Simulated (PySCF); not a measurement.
C₅H₁₂Si, SMILES [SiH3][C@@]1(C)[C@@H](C1)C. Coordinates come from a PBE0-D3(BJ)/def2-SVP optimisation. The structure was generated by enumeration; whether it is a known compound was not checked.

**Question.** Give the equilibrium geometry at PBE0-D3(BJ)/def2-SVP (PySCF confirms it by a frequency run) as bond lengths and angles. (An estimate is asked for; the answer gives what the named calculation found.)

**Answer.** 
Atoms: C1 C2 C3 C4 C5 Si6 H7 H8 H9 H10 H11 H12 H13 H14 H15 H16 H17 H18. Bonded distances (Å): C1–C2 1.506, C1–H7 1.099, C1–H8 1.101, C1–H9 1.102, C2–C3 1.496, C2–C4 1.520, C2–H10 1.097, C3–C4 1.514, C3–H11 1.095, C3–H12 1.095, C4–C5 1.515, C4–Si6 1.874, C5–H13 1.102, C5–H14 1.100, C5–H15 1.102, Si6–H16 1.497, Si6–H17 1.498, Si6–H18 1.498. Bond angles (°): C2–C1–H7 112.3, C2–C1–H8 110.5, C2–C1–H9 111.3, H7–C1–H8 107.2, H7–C1–H9 107.7, H8–C1–H9 107.6, C1–C2–C3 121.9, C1–C2–C4 122.5, C1–C2–H10 112.9, C3–C2–C4 60.2, C3–C2–H10 114.9, C4–C2–H10 114.8, C2–C3–C4 60.6, C2–C3–H11 119.2, C2–C3–H12 117.2, C4–C3–H11 119.8, C4–C3–H12 116.2, H11–C3–H12 113.8, C2–C4–C3 59.1, C2–C4–C5 120.3, C2–C4–Si6 116.0, C3–C4–C5 118.7, C3–C4–Si6 117.0, C5–C4–Si6 114.7, C4–C5–H13 111.6, C4–C5–H14 112.2, C4–C5–H15 110.9, H13–C5–H14 107.5, H13–C5–H15 107.5, H14–C5–H15 106.9, C4–Si6–H16 109.4, C4–Si6–H17 111.1, C4–Si6–H18 110.9, H16–Si6–H17 108.8, H16–Si6–H18 108.7, H17–Si6–H18 107.9.
